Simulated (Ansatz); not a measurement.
`[CH3][In]([CH3])[SH]` + H–F → `[CH3][In]([F])[SH]` + CH₄  (ligand exchange at the In–C bond)

Computed with Ansatz on PBE0-D4/def2-TZVP structures; ΔE is electronic, products minus reactants. CBS: MP2 limit from def2 TZ/QZ plus the TZ coupled-cluster correction, frozen cores. This one scheme is used for every species. Functionals use def2-TZVPP. B3LYP here is the variant with VWN-RPA as its local correlation; programs differ in this. HSE06 is defined as in plane-wave codes. Elements past krypton have def2 core potentials. For In outer-core shells are correlated without core-valence functions, which leaves a few kJ/mol of doubt a bond. One conformer a species, not always the lowest.

`[CH3][In]([CH3])[SH]`:

```xyz
11

C    -1.767   -1.240    0.005
In    0.052   -0.134   -0.256
C     1.043    1.301    0.998
S     1.139   -0.583   -2.360
H    -1.705   -2.190   -0.526
H    -1.968   -1.427    1.060
H    -2.600   -0.667   -0.409
H     0.749    2.307    0.693
H     2.124    1.210    0.886
H     0.775    1.162    2.045
H     2.157    0.263   -2.136
```

H–F:

Z-matrix (Å, degrees):
```
F
H 1 0.920
```

`[CH3][In]([F])[SH]`:

```xyz
8

C    -1.096    1.136    0.142
In    0.437   -0.328   -0.010
F     2.226    0.204    0.597
S     0.592   -2.568   -0.760
H    -1.380    1.468   -0.857
H    -1.968    0.711    0.638
H    -0.714    1.980    0.715
H     1.903   -2.603   -0.465
```

CH₄:

Cartesian coordinates in Å:
```
C 0.000 0.000 0.000
H 0.119 -0.074 1.081
H -0.731 -0.735 -0.336
H 0.957 -0.192 -0.485
H -0.345 1.001 -0.260
```

| level | ΔE (kJ/mol) | difference from CCSD(T)/CBS |
| --- | --- | --- |
| PBE-D4 | -100.1 | -7.0 |
| revPBE-D4 | -100.4 | -7.3 |
| BLYP-D4 | -111.3 | -18.2 |
| r2SCAN-D4 | -108.1 | -15.0 |
| PBE0-D4 | -94.3 | -1.2 |
| B3LYP-D4 | -106.2 | -13.1 |
| r2SCANh-D4 | -104.7 | -11.6 |
| HSE06-D4 | -93.9 | -0.8 |
| BHLYP-D4 | -104.8 | -11.7 |
| CAM-B3LYP-D4 | -108.6 | -15.5 |
| ωB97X-V | -105.2 | -12.1 |
| ωB97M-V | -99.7 | -6.6 |
| B2PLYP | -105.5 | -12.4 |
| PBE-QIDH | -92.0 | 1.1 |
| PBE | -103.8 | -10.7 |
| revPBE | -106.7 | -13.6 |
| BLYP | -118.3 | -25.2 |
| r2SCAN | -109.2 | -16.1 |
| PBE0 | -97.7 | -4.6 |
| r2SCANh | -105.9 | -12.8 |
| r2SCAN0 | -101.6 | -8.5 |
| HSE06 | -97.2 | -4.1 |
| BHLYP | -110.4 | -17.3 |
| CAM-B3LYP | -112.3 | -19.2 |
| LC-ωPBE | -105.6 | -12.5 |
| RPA@PBE/def2-TZVPP | -89.9 | 3.2 |
| HF/def2-SVP | -121.2 | -28.1 |
| MP2/def2-SVP | -113.7 | -20.6 |
| CCSD(T)/def2-SVP | -112.5 | -19.4 |
| HF/def2-TZVPP | -114.7 | -21.6 |
| MP2/def2-TZVPP | -85.0 | 8.1 |
| SCS-MP2/def2-TZVPP | -93.3 | -0.2 |
| CCSD/def2-TZVPP | -90.7 | 2.4 |
| CCSD(T)/def2-TZVPP | -89.1 | 4.0 |
| HF/def2-QZVPP | -116.3 | -23.2 |
| MP2/def2-QZVPP | -87.8 | 5.3 |
| SCS-MP2/def2-QZVPP | -95.8 | -2.7 |
| HF/CBS(def2) | -116.5 | -23.4 |
| MP2/CBS(def2) | -89.0 | 4.1 |
| CCSD/CBS(def2) | -94.7 | -1.6 |
| CCSD(T)/CBS | -93.1 | 0 |

Largest T1 diagnostic among the species: 0.014.

From PBE to PBE0 (25 % exact exchange), in def2-TZVPP and without D4, ΔE moves by +6.1 kJ/mol. The D4 term adds +5.8 kJ/mol with B3LYP and +3.4 kJ/mol with PBE0; it sums over pairs of atoms, weighted by their polarisabilities, and B3LYP, whose exchange is more repulsive, gets the larger term.

CCSD(T)/CBS has its own doubt, a few kJ/mol and more with outer-core shells, so smaller differences from it don't rank the levels.
